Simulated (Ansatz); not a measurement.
ClH5N2OSi, SMILES `N[Si](N)(O)Cl`. The species carries charge 0 and has multiplicity 1.

```json
{"atom": "N1", "x (Å)": "-1.175", "y (Å)": "0.379", "z (Å)": "0.968"}
{"atom": "Si2", "x (Å)": "-0.083", "y (Å)": "0.005", "z (Å)": "-0.263"}
{"atom": "N3", "x (Å)": "1.485", "y (Å)": "0.118", "z (Å)": "0.366"}
{"atom": "O4", "x (Å)": "-0.625", "y (Å)": "-1.428", "z (Å)": "-0.840"}
{"atom": "Cl5", "x (Å)": "-0.024", "y (Å)": "1.282", "z (Å)": "-1.902"}
{"atom": "H6", "x (Å)": "-1.026", "y (Å)": "1.172", "z (Å)": "1.568"}
{"atom": "H7", "x (Å)": "-2.145", "y (Å)": "0.124", "z (Å)": "0.892"}
{"atom": "H8", "x (Å)": "2.266", "y (Å)": "0.380", "z (Å)": "-0.210"}
{"atom": "H9", "x (Å)": "1.757", "y (Å)": "-0.412", "z (Å)": "1.177"}
{"atom": "H10", "x (Å)": "-0.430", "y (Å)": "-1.620", "z (Å)": "-1.758"}
```

(1) List the harmonic frequencies (cm⁻¹, unscaled) at PBE0-D4/def2-TZVP in Ansatz. (An estimate is asked.)

(2) Is this a minimum?

(3) Give the ideal-gas thermochemistry at 298.15 K and 1 bar (rigid rotor, harmonic oscillator; point group C1, symmetry number 1).

(4) And at 400, 500, 600, 800 and 1000 K?

## Answers

(1) Computed: 161, 197, 262, 275, 289, 308, 338, 355, 396, 439, 507, 790, 811, 843, 864, 966, 981, 1571, 1576, 3621, 3626, 3723, 3726, 3931.

(2) Yes, all 24 modes are real.

(3) Zero-point energy 182.8 kJ/mol; H(298) − E = 205.5 kJ/mol; entropy 350.6 J/(mol·K), of which translation 167.8, rotation 113.6, vibration 69.3; G(298) − E = 100.9 kJ/mol.

(4) 
```tsv
T (K)	H − E (kJ/mol)	S (J/mol/K)	G − E (kJ/mol)
400	218.8	389.1	63.2
500	233.5	421.7	22.6
600	249.2	450.2	-21.0
800	282.7	498.4	-116.0
1000	318.5	538.3	-219.8
```
